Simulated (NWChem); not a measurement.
Molecule: Si2H4OClF; SMILES O[Si@](F)([SiH3])Cl

```xyz
9

O      1.3579     0.1081    -1.3464
Si     0.3905     0.0506    -0.0202
F      1.2770     0.3179     1.3113
Si    -0.6638    -2.0202     0.0860
Cl    -0.9870     1.5890    -0.0675
H      1.7881     0.9401    -1.5720
H      0.3544    -3.1099     0.1428
H     -1.5196    -2.1844    -1.1253
H     -1.5147    -2.0592     1.3112
```
Atoms are numbered in this order, from 1.

Computed with NWChem. Geometry: optimised at PBE0/def2-SVP. Level: PBE0/def2-SVP with SMD (1 M gas to 1 M solution), gas-phase geometry. Reactions with the solvent are ignored.

Estimate the computed values for solvent dimethyl sulfoxide. Quantities: solvation free energy (kcal/mol); cavity-dispersion-structure term (kcal/mol); dipole in solution (D).

The solvation free energy (kcal/mol) is -3.6 and the cavity-dispersion-structure term (kcal/mol) is -0.1. The dipole in solution (D) is 1.30.
